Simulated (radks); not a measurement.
Problem. Tl2+, 79 electrons, occupied as [Xe] 4f14 5d10 6s1. All-electron calculation, Dirac Kohn-Sham, PBE, spin-unpolarised, spherical densities, finite nucleus; Fermi nuclear charge, rms radius 5.4759 fm. Program: a radial shooting solver on a logarithmic mesh with Libxc functionals. Some entries of the table are withheld. Estimate them.

| orbital | occ. | eigenvalue (eV) | <r^2> (bohr^2) |
|---|---|---|---|
| 1s1/2 | 2 | -85450.73 | 0.0003691 |
| 2s1/2 | 2 | -15217.27 | 0.005550 |
| 2p1/2 | 2 | (1) | 0.003911 |
| 2p3/2 | 4 | (2) | 0.005095 |
| 3s1/2 | 2 | -3645.466 | 0.03599 |
| 3p1/2 | 2 | -3371.836 | 0.03273 |
| 3p3/2 | 4 | -2912.670 | 0.03909 |
| 3d3/2 | 4 | (3) | 0.02987 |
| 3d5/2 | 6 | (4) | 0.03159 |
| 4s1/2 | 2 | -827.4425 | 0.1732 |
| 4p1/2 | 2 | -709.3077 | 0.1760 |
| 4p3/2 | 4 | -597.6788 | 0.2077 |
| 4d3/2 | 4 | (5) | (6) |
| 4d5/2 | 6 | (7) | (8) |
| 5s1/2 | 2 | (9) | 0.8650 |
| 4f5/2 | 6 | -134.1377 | 0.2594 |
| 4f7/2 | 8 | -129.5386 | 0.2667 |
| 5p1/2 | 2 | -108.7745 | 1.001 |
| 5p3/2 | 4 | -88.5739 | 1.212 |
| 5d3/2 | 4 | -34.5131 | 2.071 |
| 5d5/2 | 6 | -32.2600 | 2.229 |
| 6s1/2 | 1 | -25.3544 | 5.816 |
| 6p1/2 | 0 | -17.4730 | (10) |
| 6p3/2 | 0 | -15.5268 | (11) |

Solution. 
(1) 2p1/2 eigenvalue (eV): -14613.30
(2) 2p3/2 eigenvalue (eV): -12547.87
(3) 3d3/2 eigenvalue (eV): -2459.175
(4) 3d5/2 eigenvalue (eV): -2361.106
(5) 4d3/2 eigenvalue (eV): -404.4141
(6) 4d3/2 <r^2> (bohr^2): 0.2170
(7) 4d5/2 eigenvalue (eV): -383.5842
(8) 4d5/2 <r^2> (bohr^2): 0.2281
(9) 5s1/2 eigenvalue (eV): -148.4270
(10) 6p1/2 <r^2> (bohr^2): 8.336
(11) 6p3/2 <r^2> (bohr^2): 10.05
